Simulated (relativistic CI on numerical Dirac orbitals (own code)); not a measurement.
# Ag31+: sensitivity of the levels to the model

Base calculation: Dirac-Coulomb-Breit CI, separate exchange-only KLI orbitals for each configuration, model QED, unscaled Slater integrals.

Configuration list (outside the closed core [Ne]): 3s2 3p4, 3s 3p5, 3s2 3p3 3d, 3p6, 3s 3p4 3d, 3p5 3d, 3s 3p3 3d2, 3s2 3p2 3d 4p, 3p5 4s, 3s 3p3 3d 4s, 3s2 3p3 4s, 3p5 4p, 3s2 3p3 4p, 3s2 3p3 4d, 3p4 3d 4p, 3s 3p4 4s, 3s2 3p3 4f, 3s 3p4 4p, 3s 3p4 4d, 3s 3p4 4f, 3s2 3p3 5s, 3s2 3p3 5p, 3s2 3p3 5d, 3s2 3p2 4s 4p, 3s2 3p3 5f, 3s2 3p3 5g, 3s 3p3 4s2, 3s 3p4 5s, 3s2 3p2 3d2, 3s2 3p 3d3, 3s 3p2 3d3, 3s2 3p 3d2 4s, 3s2 3p 3d2 4p, 3s2 3p 3d2 4d, 3p4 3d2, 3p3 3d3, 3p3 3d2 4s, 3p3 3d2 4p, 3p3 3d2 4d, 3s2 3p2 3d 4s, 3s 3p2 3d2 4s, 3s2 3p 3d 4s2, 3s2 3p 3d 4s 4p, 3s2 3p 3d 4s 4d, 3p4 3d 4s, 3p3 3d 4s2, 3p3 3d 4s 4p, 3p3 3d 4s 4d, 3s2 3p2 4s2, 3s 3p2 3d 4s2, 3s2 3p 4s2 4p, 3s2 3p 4s2 4d, 3s2 3p2 4p2, 3s2 3p 3d 4p2, 3s 3p2 3d 4p2, 3s2 3p 4s 4p2, 3s2 3p 4p3, 3s2 3p 4p2 4d, 3s 3p3 4s 4p, 3s 3p2 3d 4s 4p, 3s 3p2 4s2 4p, 3s 3p2 4s 4p2, 3s 3p2 4s 4p 4d. Double excitations out of closed p, d and f shells are left out; levels of such configurations are missing from the list, as are those of other unlisted configurations, and high levels can miss mixing partners. These lack a partner that the ground configuration has and come out too high: 3s2 3p3 4f, 3s 3p4 4p, 3s 3p4 4d, 3s 3p4 4f, 3s2 3p3 5s.

Variants: (1) Breit term removed. Shifts of the energy above 3s2 3p4 3P_2, in cm⁻¹, for the lowest level and the first level of each name with at least 55 % of one term (blank where a level changes its place among those of its configuration and J or its character, or is not in the variant):

| Level | Base | Δ(1) |
| --- | --- | --- |
| 3s2 3p4 3P_2 | 0 | 0 |
| 3s2 3p4 3P_1 | 308335 | +4399 |
| 3s2 3p4 1D_2 | 357483 | +5187 |
| 3s 3p5 3P°_2 | 991121 | +1615 |
| 3s2 3p3 3d 3D°_1 | 1284122 | +6154 |
| 3s2 3p3 3d 3F°_3 | 1346783 | +9465 |
| 3s2 3p3 3d 3D°_3 | 1384983 | +10825 |
| 3s2 3p3 3d 3G°_4 | 1392058 | +10727 |
| 3s2 3p3 3d 3F°_4 | 1451315 | +12297 |
| 3s2 3p3 3d 3G°_5 | 1469601 | +13257 |
| 3s 3p4 3d 5D_3 | 1989970 | +5107 |
| 3s 3p4 3d 5F_5 | 2106674 | +7675 |

At this charge energies of transitions that change n are usually good to better than 1 %, and those within a shell (Δn = 0) to a few per cent.

Ionisation energy from the two ground configurations alone: base 1889.69 eV; Breit term removed 1890.83 eV. The NIST ASD value (semi-empirical) is 1888 eV.

LS names give the leading component of a level, which can be under half, so a name can repeat, a term be missing and a line seem to break the LS rules.
